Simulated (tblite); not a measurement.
Species: C7H8N (doublet state).
Structure used (GFN2-xTB), in Å, numbered top down from 1:
```
atom  x, y, z in Å
C1     2.4636    0.4779   -0.7886
C2     2.0917   -0.6400   -0.1117
C3     0.8136   -1.0646    0.2548
N4    -0.3518   -0.3550    0.2197
C5    -1.5931   -0.9424    0.2518
C6    -2.5459    0.0318    0.2323
C7    -1.8658    1.2746    0.2100
C8    -0.5285    1.0045    0.2018
H9     1.7588    1.1856   -1.1834
H10    3.5002    0.6583   -1.0082
H11    2.8767   -1.3383    0.1537
H12    0.6930   -2.0838    0.5943
H13   -1.6966   -2.0096    0.2667
H14   -3.6080   -0.1128    0.2385
H15   -2.3180    2.2465    0.2078
H16    0.3025    1.6763    0.2491
```

Method: GFN2-xTB as coded in tblite; computed harmonic values from a numerical Hessian at the method's own geometry, unscaled. The method is semi-empirical: single wavenumbers can be off by several per cent or more. One conformer, not necessarily the lowest. Open shells enter through the occupations alone, without spin polarisation, and single modes of such species can be off by tens of per cent.

Harmonic wavenumbers (cm⁻¹): 70.1, 162.2, 182.7, 312.6, 351.1, 545.0, 551.0, 573.0, 590.7, 707.8, 737.1, 755.5, 772.6, 799.1, 813.5, 828.2, 834.0, 953.4, 963.6, 1012.9, 1077.8, 1087.9, 1098.1, 1156.2, 1202.2, 1275.3, 1302.0, 1354.6, 1387.9, 1413.0, 1451.6, 1506.6, 1529.0, 1549.7, 3044.8, 3074.3, 3127.1, 3156.7, 3159.0, 3165.8, 3175.7, 3197.6.

A = 5679, B = 1457, C = 1187 MHz; mass 106.066 u (most abundant isotopes); point group C1, symmetry number 1; spin multiplicity 2.

Question: Zero-point energy?

Answer: Half the sum of the wavenumbers: 28004 cm⁻¹ = 335.01 kJ/mol.

Question: Entropy at 400 K, 1 bar (ideal gas, RRHO, classical rotation)?

Answer: Translation 173.13, rotation 120.33, vibration 100.58, spin (R ln 2) 5.76: S = 399.8 J/(mol K).

Question: And Cp and H(400 K) − H(0)?

Answer: Cp = 166.53 J/(mol K), of which vibrations give 133.27 (their classical limit is 42 R = 349.2); H(400 K) − H(0) = 36.64 kJ/mol without the zero-point energy, 23.34 from vibrations.

Question: What must be added to the electronic energy to get the Gibbs energy at 400 K and 1 bar?

Answer: ZPE + [H(400 K) − H(0)] − T·S = 335.01 + 36.64 − 159.92 = 211.73 kJ/mol.

Question: Which modes carry the vibrational entropy at 400 K?

Answer: 70.1 cm⁻¹: 19.79; 162.2 cm⁻¹: 12.91; 182.7 cm⁻¹: 11.95; 312.6 cm⁻¹: 7.76; 351.1 cm⁻¹: 6.91; 545.0 cm⁻¹: 3.93 J/(mol K); the other 36 give 37.32 together.

Question: Blend soft modes into free rotors: weight 1/[1 + (100 cm⁻¹/ν̃)⁴] for the oscillator and the rest for a rotor with moment μB/(μ + B), μ = h/(8π²ν), B = 10⁻⁴⁴ kg m². What vibrational entropy results?

Answer: 96.13 J/(mol K) in place of 100.58, which changes −T·S at 400 K by +1.78 kJ/mol.

Hindered rotation and anharmonicity are outside this model. Other conformers, if any are populated, would add a mixing term that is left out. The structure is chiral; the term R ln 2 for an equal mix with its mirror image is left out.
